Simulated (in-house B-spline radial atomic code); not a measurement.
Values are calculated unless marked as measured or tabulated.
**Weak and strong correlation along the adiabatic connection**

Two-electron singlets in several external potentials (atomic units), by full CI in B-splines with partial waves to l = 8 (correlation energies up to 0.6 % small). The repulsion is scaled by λ at fixed density; W(λ) is the mean repulsion less the Hartree energy, W(0) = E_x, and the area under W from 0 to 1 is E_xc.

Relative drop (W(λ) − E_x)/E_x:

| system | λ = 0.12 | λ = 0.25 | λ = 0.4 | λ = 0.6 | λ = 0.8 | λ = 1 |
| --- | --- | --- | --- | --- | --- | --- |
| −V exp(−r²/w²), V = 2.69, w = 10.9 | 0.0358 | 0.0680 | 0.0986 | 0.1311 | 0.1567 | 0.1773 |
| ω²r²/2 − Z/r, ω = 0.147, Z = 0.5 | 0.0301 | 0.0578 | 0.0849 | 0.1146 | 0.1389 | 0.1590 |
| −V exp(−r²/w²), V = 20.6, w = 3.92 | 0.0123 | 0.0248 | 0.0383 | 0.0549 | 0.0700 | 0.0837 |
| −Z exp(−kr)/r, Z = 2.74, k = 0.809 | 0.0086 | 0.0176 | 0.0274 | 0.0398 | 0.0515 | 0.0624 |
| ω²r²/2 − Z/r, ω = 1.1, Z = -0.5 | 0.0169 | 0.0337 | 0.0514 | 0.0725 | 0.0912 | 0.1078 |
| −Z/r, Z = 7.35, wall at 0.895 bohr | 0.0025 | 0.0052 | 0.0083 | 0.0123 | 0.0163 | 0.0201 |
| −Z/r, Z = 0.557, wall at 3.26 bohr | 0.0200 | 0.0396 | 0.0597 | 0.0831 | 0.1033 | 0.1208 |

Task: Order the systems by how far second-order (GL2) theory, half the initial slope (estimated from the first points of each curve), overshoots the correlation energy, least first.
A. −Z/r, Z = 7.35, wall at 0.895 bohr
B. −V exp(−r²/w²), V = 2.69, w = 10.9
C. ω²r²/2 − Z/r, ω = 1.1, Z = -0.5
D. −V exp(−r²/w²), V = 20.6, w = 3.92
E. −Z/r, Z = 0.557, wall at 3.26 bohr
F. ω²r²/2 − Z/r, ω = 0.147, Z = 0.5
G. −Z exp(−kr)/r, Z = 2.74, k = 0.809

Result: A (GL2/E_c = 1.03), G (GL2/E_c = 1.12), D (GL2/E_c = 1.17), C (GL2/E_c = 1.23), E (GL2/E_c = 1.29), F (GL2/E_c = 1.45), B (GL2/E_c = 1.52).

Task: What else changes along this order?

Result: The ratio follows the bend of the curve. With it the leading natural occupation goes from 1.999 to 1.893 and −T_c/E_c from 0.97 to 0.66 between the first and the last.
